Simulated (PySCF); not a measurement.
Gas-phase reaction: SnH2 + 3 HF ⇌ SnHF3 + 4 H

Energies from PySCF (xtb for GFN2), thermal terms from the rigid-rotor harmonic-oscillator model, ideal gas at 1 bar. † marks an energy on the PBE0/def2-TZVP geometry and frequencies; other levels use their own. MP2 freezes the core. Open shells (unrestricted): H (multiplicity 2); the rest are closed-shell singlets. GFN2 has no spin-polarisation term. Sn: scalar-relativistic def2 core potential, no spin-orbit coupling. SnH2, SnHF3: computed as isolated molecules; such fragments, hydroxides, amides, oligomers or adducts are transient or little studied in the gas. MP2 isn't extrapolated to the basis-set limit; its ΔH°(298 K) is 542.5 kJ in def2-SVP and 611.9 kJ in def2-TZVPP. The harmonic model lacks anharmonicity and excited electronic states, which grow with temperature; levels with a mode under 35 cm⁻¹ are left out.

ΔH° and ΔS° at 298 K: BLYP/def2-TZVP† 641 kJ, 21 J/K; GFN2-xTB 876 kJ, 43 J/K; HF/def2-TZVP† 444 kJ, 21 J/K; MP2/def2-SVP† 542 kJ, 21 J/K; PBE/def2-SVP 578 kJ, 23 J/K; PBE/def2-TZVP† 602 kJ, 21 J/K.

Q: With the heat capacities included, give log10 K (1 bar) at 600, 1000, 1200, 1400, 2500 K from BLYP/def2-TZVP†, GFN2-xTB, HF/def2-TZVP†, MP2/def2-SVP†, PBE/def2-SVP, PBE/def2-TZVP†.

A: 
| T (K) | BLYP/def2-TZVP† | GFN2-xTB | HF/def2-TZVP† | MP2/def2-SVP† | PBE/def2-SVP | PBE/def2-TZVP† |
|---|---|---|---|---|---|---|
| 600 | -54.3 | -73.5 | -37.2 | -45.7 | -48.7 | -50.9 |
| 1000 | -31.2 | -42.2 | -21.0 | -26.1 | -27.9 | -29.2 |
| 1200 | -25.4 | -34.2 | -16.8 | -21.1 | -22.5 | -23.7 |
| 1400 | -21.1 | -28.5 | -13.8 | -17.4 | -18.7 | -19.7 |
| 2500 | -9.5 | -13.1 | -5.4 | -7.5 | -8.1 | -8.7 |
